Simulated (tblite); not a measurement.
Compound: C2H13FSSi4.
Numbering: `[CH3:1][Si@@H:2]([CH2:3][SiH3:4])[S:5][Si@@H:6]([F:7])[SiH3:8]` (hydrogens: H9, H10, H11 on C1; H12 on Si2; H13, H14 on C3; H15, H16, H17 on Si4; H18 on Si6; H19, H20, H21 on Si8)

Computed geometry: GFN2-xTB, gas phase.

Task: Give the optimised bond lengths and angles.

Result: 
| bond | length (bohr) |
| --- | --- |
| C1–Si2 | 3.582 |
| Si2–C3 | 3.579 |
| C3–Si4 | 3.597 |
| Si2–S5 | 4.100 |
| S5–Si6 | 4.060 |
| Si6–F7 | 3.071 |
| Si6–Si8 | 4.352 |
| C1–H9, C1–H10, C1–H11 | 2.053 |
| Si2–H12 | 2.772 |
| C3–H13 | 2.059 |
| C3–H14 | 2.059 |
| Si4–H15, Si4–H16, Si4–H17 | 2.768 |
| Si6–H18 | 2.756 |
| Si8–H19, Si8–H20, Si8–H21 | 2.769 |

Bonds in one row agree within 0.02 bohr and their mean is given. A selection of angles:
| angle | degrees |
| --- | --- |
| C1–Si2–C3 | 112.4 |
| C1–Si2–S5 | 110.3 |
| C3–Si2–S5 | 105.1 |
| Si2–C3–Si4 | 116.3 |
| Si2–S5–Si6 | 104.4 |
| S5–Si6–F7 | 106.8 |
| S5–Si6–Si8 | 110.6 |
| F7–Si6–Si8 | 109.6 |

Dihedral angles: C1–Si2–C3–Si4 53° (synclinal); C1–Si2–S5–Si6 50° (synclinal); Si2–S5–Si6–F7 33° (synclinal).

S5 (sulfur bonded to 2 Si) is bent (angle 104.4°). The 2 S–Si bonds span 2.148 Å (S5–Si6, drawn single) to 2.169 Å (Si2–S5, drawn single), a spread of 0.021 Å. Si4 (SiH3 silicon) is tetrahedral (angles from 108.5° to 110.5°). Si6 (fluorine-bound silicon) is distorted tetrahedral (angles from 99.5° to 121.4°). Si8 (SiH3 silicon) is distorted tetrahedral (angles from 106.9° to 113.0°). Of the pairs four or more bonds apart, Si6···H9 is among the closest relative to their van der Waals radii: 3.35 Å, 102 % of the sum of Bondi's values. Si2 (SiH silicon) is distorted tetrahedral (angles from 105.1° to 112.4°).

Point group: C1 (no symmetry element, even within 0.4 Å). Its lowest GFN2-xTB frequency is 10 cm⁻¹, too small to tell a flat minimum from a shallow saddle. The numbers are those of one conformer.
